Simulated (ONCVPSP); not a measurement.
## What one change does to a pseudopotential (Cs, ONCV)

| Item | Value |
| --- | --- |
| Element | caesium |
| Generator | ONCVPSP 4.0.1 |
| Type | optimised norm-conserving Vanderbilt (ONCV) |
| Functional | PBEsol |
| Relativity | scalar-relativistic |
| Frozen core | [Kr] 4d10 |
| Valence charge | 9 |
| Reference configuration | 5s2 5p6 6s1 |
| Partial waves | 5s+6s: rc 2.90 bohr, ncon 3, nbas 6, qcut 3.8 1/bohr, 2 projectors; 5p: rc 2.30 bohr, ncon 3, nbas 6, qcut 3.6 1/bohr, 2 projectors, debl 1.1 Ha; d scattering state at 0.07 Ha: rc 2.65 bohr, ncon 3, nbas 6, qcut 3.1 1/bohr, 2 projectors, debl 2.9 Ha |
| Local potential | polynomial inside 2.05 bohr (lpopt 5, dvloc0 2 Ha) |
| Core correction | none |

In the d channel the program set the typed energies aside and used 0.050, 2.950 Ha.

Change: all radii scaled by about 1.29 (s 3.74, p 2.96, d 3.42 bohr); local potential polynomial inside 2.64 bohr (lpopt 5, dvloc0 2 Ha).

Cutoffs: the cutoffs (Ha) at which the residual kinetic energy of the hardest occupied pseudo-wave falls to 1 and 0.1 mHa per electron; they do not see the model core or the augmentation charge, which bear on the density cutoff. Errors are all-electron minus pseudo energies relative to the spin-unpolarised reference configuration.

Question: What does the change do?

Answer: The potential gets softer (4.3 Ha and 19 Ha → 3.9 Ha and 4.8 Ha); of the 4 tests that both files solve, the error grows in 1 and shrinks in 0 by more than 15 % and 0.3 meV (median size 0.3 → 0.3 meV); neither file shows a bound ghost. A larger radius leaves more room for a smooth pseudo-wave, so fewer plane waves are needed.

```csv
quantity,base,changed
"cutoff, loose",4.3 Ha,3.9 Ha
"cutoff, tight",19 Ha,4.8 Ha
loose cutoff by channel,"s 4.3 Ha, p 4.2 Ha","s 2.3 Ha, p 3.9 Ha"
bound ghosts,none,none
GHOST(+) flags under 300 eV,p at 197.8 eV,none
"error for 5s2 5p6 6s0, meV [ΔE 3.79 eV]",-0.3,-0.4
"error for 5s2 5p6 6s0.5, meV [ΔE 1.46 eV]",-0.1,-0.1
"error for 5s2 5p6 6s0 6p1, meV [ΔE 1.35 eV]",-0.2,+0.2
"error for 5s2 5p5 6s1, meV [ΔE 17.89 eV]",-10,-18
```

Changed file: The cutoffs count occupied waves only; projector 2 of the d channel, the hardest unoccupied one, needs 12 Ha at the loose tolerance.
